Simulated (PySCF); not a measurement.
C4H3S, SMILES [c]1ccsc1, multiplicity 2.

Coordinates come from a B3LYP-D3(BJ)/def2-SVP optimisation. The isomer is the one that the SMILES or the coordinates give; other isomers of the formula were not compared.

All values below come from PySCF with PBE/def2-TZVP.

Gas-phase values at a fixed geometry.

- total energy = -552.02207 hartree
- point group = Cs
- α spin, highest occupied and lowest empty level = -6.06 and -1.53 eV
- β spin, highest occupied and lowest empty level = -5.98 and -3.84 eV
- dipole moment = 0.62 D
- quadrupole, principal values (traceless, Buckingham form, about the centre of nuclear charge) = -5.91, -1.62, 7.54 D·Å
- mean static polarisability = 59.6 bohr³ (8.83 Å³)
- polarisability, principal values = 37.6, 67.9, 73.4 bohr³
- ⟨S²⟩ = 0.756 (pure state 0.75)
